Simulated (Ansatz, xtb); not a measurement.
C2HBeO: which of two isomers lies lower

We compare a, `[Be][CH]=C=O`, a doublet, with b, `[Be][O]C#C`, a doublet. Both are isolated molecules in the gas phase, relaxed with BLYP-D3(BJ)/def2-SVP.

Quicker runs give these differences E(b) − E(a): GFN2-xTB −0.831 eV; HF/STO-3G −1.124 eV (at GFN2-xTB geometries); r2SCAN-D4/def2-SVP +0.475 eV (at GFN2-xTB geometries).

Q: Estimate which is lower in electronic energy at CCSD(T)/def2-TZVP, and by roughly how much.

A: The CCSD(T)/def2-TZVP calculation puts structure a lower, by 0.282 eV.

How the difference moves with the method:

```csv
level,geometry,E(b) − E(a) (eV),departure from the last row (eV),"job, with rough time for the two"
GFN2-xTB,GFN2-xTB,−0.831,−1.113,"optimisation, 1.2 s"
HF/STO-3G,GFN2-xTB,−1.124,−1.406,"single point, 2.4 s"
r2SCAN-D4/def2-SVP,GFN2-xTB,+0.475,+0.193,"single point, 9.1 s"
BLYP-D3(BJ)/def2-SVP,BLYP-D3(BJ)/def2-SVP,+0.455,+0.173,"optimisation, 81 s"
HF/def2-TZVP,BLYP-D3(BJ)/def2-SVP,+0.238,−0.044,part of the CCSD(T) run
MP2/def2-TZVP,BLYP-D3(BJ)/def2-SVP,+0.244,−0.038,part of the CCSD(T) run
CCSD(T)/def2-TZVP,BLYP-D3(BJ)/def2-SVP,+0.282,,"single point, 2.9 min"
```

As drawn, b has 1 Be–O, 1 C–O, 1 C≡C in place of 1 C–Be, 1 C=C, 1 C=O.

GFN2-xTB, HF/STO-3G put the two in the other order. The largest departure from CCSD(T)/def2-TZVP is that of HF/STO-3G, 1.406 eV.

With harmonic frequencies from BLYP-D3(BJ)/def2-SVP (ideal gas, rigid rotor, one conformer each, 298.15 K, 1 atm): the zero-point term adds +0.012 eV; ΔH is +0.307 and ΔG +0.338 eV.

Open shells are spin-unrestricted. The correlated steps freeze 3 core orbitals; the last core shell of Be is correlated, in a basis made for valence electrons. Run with Ansatz 0.2.0, xtb 6.7.1; the last row on 1 thread of AMD EPYC (Zen 3) on a shared host.
